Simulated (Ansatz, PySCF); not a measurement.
Reaction (SMILES): [SiH3]C1=CCC=C1 [cyclopenta-1,4-dien-1-ylsilane] + 8 [H][H] (H2) -> 5 C (CH4) + [SiH4] (SiH4)
Geometries: B3LYP-D3(BJ)/def2-TZVP minima from Ansatz (a program for electronic structure), one conformer each, not searched for the lowest. Unstable Hartree-Fock reference: [SiH3]C1=CCC=C1.
Geometry of the first species:
SMILES: [SiH3]C1=CCC=C1
```xyz
14

Si     2.1044    -0.0116    -0.0455
C      0.2472     0.0059     0.0008
C     -0.5171     0.8509     0.7271
C     -1.9707     0.5573     0.5039
C     -1.9372    -0.5877    -0.4633
C     -0.6599    -0.8920    -0.7418
H      2.6316    -1.3240     0.4034
H      2.6006     0.2193    -1.4247
H      2.6247     1.0526     0.8441
H     -0.1595     1.6331     1.3814
H     -2.4825     0.2967     1.4383
H     -2.5052     1.4260     0.1005
H     -2.8177    -1.0726    -0.8576
H     -0.3270    -1.6753    -1.4087
```
Charge 0, spin multiplicity 1.

Quantity: energy of full hydrogenation (0 K, with B3LYP-D3(BJ) harmonic zero-point energies from PySCF), in kcal/mol. Cores are frozen in the correlated levels unless marked. Spin-orbit coupling is left out. Non-relativistic. CBS marks a two-point X^-3 extrapolation of the correlation energy; Hartree-Fock from the larger set.

CCSD(T)/CBS(cc-pV(T+d)Z,cc-pV(Q+d)Z) (Ansatz) gives -116.4 kcal/mol.

### Question
Another calculation gave -119.1 kcal/mol. Which level was it?
(A) PBE0/def2-TZVPD (Ansatz)
(B) LC-wPBE/def2-TZVPD (Ansatz)
(C) wB97M-V/def2-TZVPD (Ansatz)
(D) PBE-QIDH/def2-TZVPD (Ansatz)

### Answer
C, wB97M-V/def2-TZVPD (Ansatz). The others give -127.2 (PBE0), -123.3 (PBE-QIDH), -131.6 (LC-wPBE) kcal/mol.
